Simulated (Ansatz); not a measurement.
One change: `C=CO[SiH2]F` becomes `C=COC`.

Ansatz, PBE0-D4/def2-TZVP geometries, multiplicity 1. Each molecule was computed in one conformer, which needn't be the lowest.

| property | `C=CO[SiH2]F` |
| --- | --- |
| HOMO energy (B3LYP/def2-TZVPP) / eV | -7.03 |
| HOMO–LUMO gap (ωB97M-V/def2-TZVPP) / eV | 11.69 |
| size of the dipole moment (ωB97M-V/def2-TZVPP) / D | 1.27 |
| LUMO energy (PBE0/def2-TZVPP) / eV | 0.27 |
| LUMO energy (B3LYP/def2-TZVPP) / eV | 0.02 |
| HOMO energy (PBE0/def2-TZVPP) / eV | -7.25 |

Question: What does the change do to each property? (Best estimate.)

Answer: The calculation gave: 
```
                                          property  `C=COC`  shift
               HOMO energy (B3LYP/def2-TZVPP) / eV    -6.51   0.52
           HOMO–LUMO gap (ωB97M-V/def2-TZVPP) / eV    12.01   0.32
size of the dipole moment (ωB97M-V/def2-TZVPP) / D     0.90  -0.37
                LUMO energy (PBE0/def2-TZVPP) / eV     0.90   0.63
               LUMO energy (B3LYP/def2-TZVPP) / eV     0.63   0.61
                HOMO energy (PBE0/def2-TZVPP) / eV    -6.73   0.52
```

With PBE0 the HOMO rises by 0.52 eV and the LUMO rises by 0.63 eV, so the gap widens by about 0.11 eV. PBE moves the HOMO by 0.56 eV and ωB97M-V by 0.53 eV. Dipoles are sizes alone; their direction can turn.

B3LYP here is the variant with VWN-RPA as its local correlation; programs differ in this.
